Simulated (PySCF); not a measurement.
## First hyperpolarisability: `InChI=1S/C7H7Br/c1-3-4-5-6-7(2)8/h3H,1-2H3`

Geometry:
```json
{"atom": "C1", "x (Å)": "-3.615", "y (Å)": "0.478", "z (Å)": "-0.239"}
{"atom": "C2", "x (Å)": "-2.613", "y (Å)": "-0.372", "z (Å)": "0.475"}
{"atom": "C3", "x (Å)": "-1.304", "y (Å)": "-0.219", "z (Å)": "0.420"}
{"atom": "C4", "x (Å)": "-0.032", "y (Å)": "-0.067", "z (Å)": "0.366"}
{"atom": "C5", "x (Å)": "1.241", "y (Å)": "0.071", "z (Å)": "0.307"}
{"atom": "C6", "x (Å)": "2.547", "y (Å)": "0.210", "z (Å)": "0.259"}
{"atom": "C7", "x (Å)": "3.483", "y (Å)": "-0.430", "z (Å)": "-0.710"}
{"atom": "Br8", "x (Å)": "3.388", "y (Å)": "1.342", "z (Å)": "1.548"}
{"atom": "H9", "x (Å)": "-4.313", "y (Å)": "0.939", "z (Å)": "0.480"}
{"atom": "H10", "x (Å)": "-4.225", "y (Å)": "-0.136", "z (Å)": "-0.923"}
{"atom": "H11", "x (Å)": "-3.132", "y (Å)": "1.274", "z (Å)": "-0.819"}
{"atom": "H12", "x (Å)": "-3.004", "y (Å)": "-1.192", "z (Å)": "1.096"}
{"atom": "H13", "x (Å)": "4.052", "y (Å)": "0.335", "z (Å)": "-1.262"}
{"atom": "H14", "x (Å)": "4.212", "y (Å)": "-1.065", "z (Å)": "-0.181"}
{"atom": "H15", "x (Å)": "2.924", "y (Å)": "-1.048", "z (Å)": "-1.426"}
```

Computed with quadratic response CAM-B3LYP/aug-cc-pVDZ first hyperpolarisability, Taylor convention, gas phase (PySCF 2.14.0). Geometry: PBE0-D3(BJ)/def2-SVP.

The calculation is non-relativistic, which matters for the atoms heavier than Zn.

Q: What is the first hyperpolarisability, and how does it disperse?

A: In au, Taylor convention; the vector part is βᵢ = ⅓ Σⱼ (βᵢⱼⱼ + βⱼᵢⱼ + βⱼⱼᵢ); β∥ is 3/5 of the vector part along the dipole, the dipole points from − to +:
```tsv
process	λ (nm)	β vector norm	β∥	β HRS	depolarisation ratio
static β(0;0,0)	∞	81.2	22.5	47.8	2.52
second harmonic β(−2ω;ω,ω)	1907	86.4	21.4	51.4	2.50
Pockels β(−ω;ω,0)	1907	82.8	22.2	–	–
second harmonic β(−2ω;ω,ω)	1064	101.8	17.1	61.9	2.47
Pockels β(−ω;ω,0)	1064	86.8	21.3	–	–
```

Q: Which lowest excitations, dipole and polarisabilities go with it?

A: S1 3.36 eV (f = 0.000); S2 3.94 eV (f = 0.000); S3 4.56 eV (f = 0.002); dipole 2.39 D; isotropic α 143.2 au static, 144.2 au at 1907 nm, 146.7 au at 1064 nm, 147.6 au at 953.5 nm, 159.1 au at 532 nm.
